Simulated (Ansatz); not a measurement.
Saddle point of CH7FGe, closed shell (CH₆Ge ([CH3][GeH3]) + HF → GeH₃F ([F][GeH3]) + CH₄; bonds formed: Ge1–F7, C2–H6; bonds broken: Ge1–C2, H6–F7), PBE0-D4/def2-TZVP structure:

Ge1  (-0.815, 0.763, -0.204)
C2  (0.933, -0.696, -0.109)
H3  (-0.235, 1.034, -1.622)
H4  (-0.671, 2.069, 0.578)
H5  (-2.206, 0.164, -0.412)
H6  (0.090, -0.524, 0.863)
F7  (-0.822, -0.196, 1.652)
H8  (0.652, -1.246, -1.005)
H9  (1.694, 0.050, -0.331)
H10  (1.380, -1.418, 0.589)
(Å)

Energies are electronic, without zero-point energy. Barriers and step energies count from the start structure reached by relaxing down the imaginary mode; all methods use the PBE0-D4 structures, on which another method's saddle can fall below an end. Ansatz 0.2.0; basis: def2-TZVPP, with def2-QZVPP for the basis limit; cores frozen in the correlated methods. Filled d shells of the heavier atoms are correlated. The def2 sets are not built for correlating such inner shells, so the correlated values are less sure here. B3LYP uses VWN-RPA correlation. Extrapolation: Hartree–Fock as exp(−7.88 √X), correlation as X^−2.97.

| method | barrier (eV) | step energy (eV) |
| --- | --- | --- |
| SPW92 | 1.363 | -0.470 |
| PBE-D4 | 1.603 | -0.619 |
| BLYP-D4 | 1.705 | -0.754 |
| r2SCAN-D4 | 1.691 | -0.724 |
| B97M-V | 1.822 | -0.813 |
| PBE0-D4 | 1.804 | -0.622 |
| B3LYP-D4 | 1.852 | -0.749 |
| r2SCAN0-D4 | ? | -0.693 |
| BHLYP-D4 | ? | -0.790 |
| CAM-B3LYP-D4 | 1.869 | -0.775 |
| wB97X-V | 1.873 | -0.749 |
| wB97M-V | ? | -0.711 |
| B2PLYP | 1.909 | -0.761 |
| PBE-QIDH | 1.929 | -0.646 |
| RPA on PBE | 1.933 | -0.701 |
| HF | 2.483 | -0.984 |
| MP2 | 1.947 | -0.639 |
| CCSD | 2.088 | -0.688 |
| CCSD(T) | 1.984 | -0.659 |

Question: Fill in the withheld barriers. (Judge from chemistry; the value comes from the calculation.)

Answer: Computed: BHLYP-D4 2.047; r2SCAN0-D4 1.850; wB97M-V 1.842 eV. Each is the energy of the saddle less that of the start structure, by the same method.

For comparison, the barrier by CCSD(T) at an estimated basis limit (MP2 extrapolated from triple and quadruple zeta, plus CCSD(T) − MP2 in triple zeta) is 2.007 eV.

T1 diagnostic: at most 0.013.

Labels in which every atom is bracketed show which atoms are joined, not bond orders.

For scale, one of the runs: CCSD(T)/def2-TZVPP, 208 basis functions, launched by `ansatz run in.yaml --threads 4 --pin off --events-out ev --progress --plain --max-ram 9574MiB`. The run took 57 s on 4 CPU threads of an Arm Neoverse V2 (shared host), with 2.9 GiB of host memory at its peak.
